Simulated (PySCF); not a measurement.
Computed IR spectrum (relative IR intensity) of a molecule C3H9NSi. Geometry optimised at B3LYP-D3(BJ)/def2-SVP. Other conformers were not sampled. All values below come from B3LYP-D3(BJ)/def2-SVP (PySCF). Frequencies are harmonic and unscaled.

Lines under 2 % of the strongest are left out, and lines within 2 cm⁻¹ are merged.

```
ν (cm⁻¹)  relative intensity
--------  ------------------
188                      2.2
302                       15
384                      2.2
615                       10
649                       18
778                      7.7
818                      9.6
852                       91
913                      9.8
940                      100
944                       19
964                       28
1020                     6.3
1056                     6.5
1095                     2.5
1143                     3.4
1358                      10
1640                     6.4
1688                      12
2203                      48
2210                      44
2219                      37
3020                      13
3071                     4.2
3100                     4.7
3107                     8.1
```

**Question.** Which molecule gave these data?
A. C=C[SiH2]CN
B. NC/C=C/[SiH3]
C. C[SiH]1CNC1
D. C[Si]N(C)C

**Answer.** B, NC/C=C/[SiH3]
